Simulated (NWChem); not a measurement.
Species: ScF2 cation; SMILES [F][Sc+][F]

Results from NWChem. Pople sets run with spherical d functions. STO-3G and 3-21G are far too small for this property and stand as cheap habits. Structure relaxed at the PBE0/def2-SVP level. This spin state was assumed; another may lie lower. Field at 589 nm.

```tsv
level	isotropic polarisability (bohr³)	anisotropy (bohr³)
B3LYP/STO-3G	14.6	3.2
B3LYP/6-31G*	15.4	…
B3LYP/def2-SVP	15.3	13.0
B3LYP/def2-SVPD	18.7	14.3
B3LYP/def2-TZVPD	19.2	14.2
```

### Question
What belongs in the gaps?

### Answer

- B3LYP/6-31G*, anisotropy (bohr³): 13.6
